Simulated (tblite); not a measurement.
Compound: C8H16P (charge +1).
Atom-mapped SMILES: `[CH3:1][P+:2]1([CH:3]2[CH2:4][CH2:5][CH2:6]2)[CH2:7][CH2:8][CH2:9]1` (hydrogens: H10, H11, H12 on C1; H13 on C3; H14, H15 on C4; H16, H17 on C5; H18, H19 on C6; H20, H21 on C7; H22, H23 on C8; H24, H25 on C9)

Computed with GFN2-xTB (tblite), gas phase: L-BFGS steps from a force-field or distance-geometry start until the largest atomic force falls under 0.01 eV/Å.

Step 0: E = -743.7730 eV
```
atom  x, y, z in Å  |  force x, y, z in eV/Å
C1     -1.2764    1.9443   -0.2699    0.078  -0.008   0.129
P2     -0.6019    0.2770   -0.3107    1.303  -0.354   0.449
C3      1.0650    0.2222   -0.9268    0.529   1.824  -2.537
C4      2.0616    0.9589   -0.0527   -0.173   0.463   1.253
C5      2.3875   -0.4127    0.5541    1.338   0.599   0.741
C6      1.8595   -1.0183   -0.7275    0.036  -1.745  -0.012
C7     -1.7270   -1.0481   -0.6910   -2.488  -0.072  -2.195
C8     -2.3609   -0.8141    0.6762   -0.212  -0.947   0.415
C9     -0.9663   -0.5516    1.2458   -0.613   1.445   2.268
H10    -1.2196    2.3349   -1.2909   -0.233   0.157   0.209
H11    -2.3146    1.8609    0.1034    0.536   0.458  -0.271
H12    -0.6341    2.5616    0.3998   -0.558  -0.334  -0.402
H13     1.1755    0.6362   -1.9550   -0.906  -0.279   0.118
H14     2.9210    1.3235   -0.6323   -0.538   0.328   0.414
H15     1.5941    1.6757    0.6551    0.796  -0.005  -0.482
H16     1.7565   -0.5522    1.4530    0.631  -0.371  -0.488
H17     3.4773   -0.5325    0.7297   -0.823  -0.289   0.348
H18     1.2770   -1.9488   -0.6247    0.519   0.094  -0.281
H19     2.6497   -1.0666   -1.5112   -0.610  -0.428   0.653
H20    -1.3019   -2.0658   -0.7160   -0.066   0.661  -0.442
H21    -2.4123   -0.7910   -1.5269    0.349  -0.821   0.026
H22    -3.0408    0.0630    0.7343    0.385  -0.724  -0.042
H23    -2.8445   -1.6929    1.1240   -0.110   0.347  -0.222
H24    -1.0761    0.1484    2.0855    0.703  -0.422   0.364
H25    -0.4591   -1.4879    1.4839    0.126   0.419  -0.013
```

Step 1: E = -744.1935 eV
```
atom  x, y, z in Å  |  force x, y, z in eV/Å
C1     -1.2753    1.9442   -0.2681    0.191  -0.253  -0.111
P2     -0.5833    0.2719   -0.3043    0.253  -0.582   0.306
C3      1.0726    0.2483   -0.9631    0.818   0.199  -0.217
C4      2.0591    0.9655   -0.0348    0.205  -0.172   0.085
C5      2.4066   -0.4041    0.5647   -0.102   0.295  -0.137
C6      1.8600   -1.0433   -0.7277    0.163   0.446   0.270
C7     -1.7625   -1.0492   -0.7224   -0.472   0.041   0.158
C8     -2.3640   -0.8276    0.6821    0.170  -0.112  -0.119
C9     -0.9750   -0.5309    1.2782   -0.387  -0.018   0.348
H10    -1.2229    2.3371   -1.2879   -0.200   0.129   0.186
H11    -2.3069    1.8675    0.0996    0.329   0.375  -0.179
H12    -0.6421    2.5569    0.3941   -0.362  -0.136  -0.204
H13     1.1625    0.6322   -1.9533   -0.599   0.226  -1.015
H14     2.9133    1.3282   -0.6264   -0.466   0.361   0.486
H15     1.6055    1.6757    0.6483    0.436   0.371  -0.011
H16     1.7656   -0.5575    1.4460    0.562  -0.366  -0.266
H17     3.4655   -0.5366    0.7347   -0.005  -0.288   0.428
H18     1.2845   -1.9475   -0.6287    0.101  -0.434  -0.150
H19     2.6410   -1.0727   -1.5019   -0.306  -0.541   0.394
H20    -1.3028   -2.0564   -0.7223   -0.192   0.671  -0.532
H21    -2.4074   -0.8028   -1.5265   -0.587  -0.419  -0.973
H22    -3.0353    0.0526    0.7337    0.254  -0.658  -0.005
H23    -2.8461   -1.6879    1.1208   -0.281  -0.133   0.013
H24    -1.0661    0.1423    2.0907    0.471   0.334   1.193
H25    -0.4573   -1.4819    1.4837    0.004   0.663   0.053
```

Task: Estimate the geometry and energy of step 2. (The exact step hangs on the optimiser's Hessian estimate; all steps are aligned on step 1, rigid shifts and turns removed.)

Result: E = -744.3945 eV, largest force 1.167 eV/Å
```
atom  x, y, z in Å  |  force x, y, z in eV/Å
C1     -1.2717    1.9398   -0.2695    0.204  -0.423  -0.201
P2     -0.5731    0.2602   -0.2969    0.007  -0.313   0.069
C3      1.0892    0.2599   -0.9782    0.390  -0.180   0.324
C4      2.0620    0.9646   -0.0277    0.132  -0.032  -0.172
C5      2.4108   -0.3963    0.5656   -0.174   0.000  -0.235
C6      1.8630   -1.0432   -0.7231   -0.034   0.496   0.244
C7     -1.7819   -1.0488   -0.7294    0.061   0.228   0.428
C8     -2.3619   -0.8338    0.6819    0.058  -0.078  -0.049
C9     -0.9845   -0.5248    1.2944   -0.235  -0.091   0.004
H10    -1.2275    2.3401   -1.2837   -0.144   0.096   0.089
H11    -2.2988    1.8760    0.0952    0.158   0.275  -0.109
H12    -0.6509    2.5530    0.3887   -0.167  -0.007  -0.049
H13     1.1480    0.6349   -1.9705   -0.467   0.268  -1.035
H14     2.9028    1.3360   -0.6161   -0.161   0.413   0.352
H15     1.6166    1.6821    0.6459    0.288   0.404   0.102
H16     1.7782   -0.5655    1.4392    0.363  -0.340  -0.039
H17     3.4617   -0.5429    0.7437    0.177  -0.242   0.386
H18     1.2885   -1.9546   -0.6326    0.103  -0.247  -0.093
H19     2.6330   -1.0841   -1.4921   -0.006  -0.529   0.173
H20    -1.3065   -2.0417   -0.7336   -0.165   0.440  -0.520
H21    -2.4161   -0.8137   -1.5434   -0.616  -0.311  -0.898
H22    -3.0292    0.0379    0.7335    0.073  -0.416   0.009
H23    -2.8515   -1.6887    1.1201   -0.250  -0.211   0.034
H24    -1.0547    0.1463    2.1131    0.365   0.290   1.042
H25    -0.4567   -1.4685    1.4846    0.039   0.508   0.141
```

The energy changes by -0.2010 eV. The first-order estimate −F·Δx gives -0.2482 eV and the mean of the old and new forces, exact on a quadratic surface, -0.2009 eV. The step makes an angle of 22° with the force vector and moves no atom by more than 0.025 Å.
